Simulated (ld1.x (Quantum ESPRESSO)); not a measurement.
## Configuration tests for titanium (Ti) (TM)

* Element: titanium
* Generator: ld1.x (Quantum ESPRESSO) 7.5
* Type: norm-conserving Troullier–Martins (Kleinman–Bylander form)
* Functional: PBE
* Relativity: scalar-relativistic
* Frozen core: [Ar]
* Valence charge: 4
* Reference configuration: 3d2 4s2 4p0
* Partial waves: 4p (bound, empty): rc 2.70 bohr; 3d (bound): rc 1.55 bohr; 4s (bound): rc 2.60 bohr
* Local potential: the s channel
* Core correction: Bessel-smoothed model core inside 1.45 bohr

Energies are relative to the spin-unpolarised reference configuration 3d2 4s2 4p0; without spin polarisation the order of configurations can differ from experiment. Not all tests gave a result: 2 of 7 tests not solved or not reliable.

(1) Give the all-electron excitation energy and the error of the potential for: 3d2 4s0 4p0; 3d1 4s0 4p0; 3d2 4s0 4p1; 3d3 4s0 4p0; 3d3 4s1 4p0.

Levels in the configuration 3d2 4s0 4p1:

| level | all-electron (eV) | pseudo (eV) |
| --- | --- | --- |
| 3d | -12.474 | -12.447 |
| 4p | -7.218 | -7.228 |

Results:

(1)

| valence configuration | charge | ΔE all-electron (eV) | error AE − PS (meV) |
| --- | --- | --- | --- |
| 3d2 4s0 4p0 | +2 | 20.919 | -43 |
| 3d1 4s0 4p0 | +3 | 47.867 | -565 |
| 3d2 4s0 4p1 | +1 | 11.123 | -13 |
| 3d3 4s0 4p0 | +1 | 7.395 | -366 |
| 3d3 4s1 4p0 | 0 | 1.106 | -213 |
